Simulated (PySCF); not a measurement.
**CH8BNSSi: core ionisation energies**

Species: CH₈BNSSi.
Z-matrix (Å and degrees, PBE0-D3(BJ)/def2-SVP geometry), rows numbered from 1:
```
C 
S   1  1.8157
B   2  1.8025  1  103.41
N   3  1.4107  2  120.92  1   177.65
Si  4  1.7550  3  124.62  2   175.96
H   1  1.0986  2  110.19  3  -104.22
H   1  1.0976  2  110.41  3    16.80
H   1  1.0983  2  108.58  3   136.52
H   3  1.2117  2  119.37  1    -2.78
H   4  1.0162  3  118.05  2    -0.65
H   5  1.4930  4  107.52  3   165.26
H   5  1.4911  4  109.93  3    45.44
H   5  1.4948  4  112.38  3   -75.40
```

Method used: delta-SCF UKS SCAN, pcX-2 on the ionised atom, pcseg-1 elsewhere, spin-free X2C (PySCF). Binding energies are ΔSCF values: E(core-ionised, relaxed orbitals) − E(ground state) at a fixed geometry, referred to the vacuum level.

Task: Give the core binding energies atom by atom.

Result: 
| atom(s) | bonded to | level | binding energy (eV) | 2p1/2 (eV) | count |
| --- | --- | --- | --- | --- | --- |
| Si5 | N and 3 H | Si 2p3/2 | 107.23 | 107.85 | 1 |
| B3 | N, S and H | B 1s | 195.76 | – | 1 |
| C1 | S and 3 H | C 1s | 291.25 | – | 1 |
| N4 | H, B and Si | N 1s | 404.57 | – | 1 |
| Si5 | N and 3 H | Si 1s | 1847.07 | – | 1 |
| S2 | C and B | S 1s | 2476.61 | – | 1 |

Task: What is the longest wavelength that can ionise S 1s of S2 vertically?

Result: λ = hc/E = 12398.42 eV Å / 2476.61 eV = 5.006 Å.

Task: Give the binding energy of S 1s of S2 in hartree and in kJ/mol.

Result: 2476.61 eV = 91.0137 Eh = 238957 kJ/mol.

Not every level is listed. For 2p shells one spin-free hole was relaxed; a mean-field spin–orbit operator and the ground-state splitting of the three 2p orbitals were then diagonalised within the shell. The shell's mean is (2 × 2p3/2 + 2p1/2)/3, and the degeneracies 2j + 1 give areas of 2:1. 2p1/2 minus 2p3/2 (ligand field included): Si 0.62 eV. The structure is a single PBE0-D3(BJ)/def2-SVP conformer in the gas phase; no vibrational or solvent corrections.
